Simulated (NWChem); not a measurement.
# ZnHOF; SMILES [OH][Zn][F]

```xyz
4

Zn    -0.2194     0.0063     0.0000
F     -0.0714    -1.7320     0.0000
O     -0.5227     1.7549     0.0000
H      0.3141     2.2564     0.0000
```
Atoms are numbered in this order, from 1.

Level: PBE-D3(BJ)/def2-SVP (NWChem), optimised geometry, unscaled harmonic frequencies. 

**Question.** List the harmonic frequencies with IR intensities, and the thermochemistry.

**Answer.** 
```tsv
frequency (cm⁻¹)	IR intensity (km/mol)
152	24.1
158	5.1
590	0.2
748	122.0
803	29.6
3723	35.9
```

The zero-point energy comes out as 8.8 kcal/mol and the thermal correction to the enthalpy at 298.15 K (with zero-point energy) is 12.2 kcal/mol. The heat capacity Cv is 12.2 cal/(mol K) and the entropy at 298.15 K and 1 atm (symmetry number 1) is 66.6 cal/(mol K). The dipole moment is 1.95 D.

Rigid rotor and harmonic oscillator.
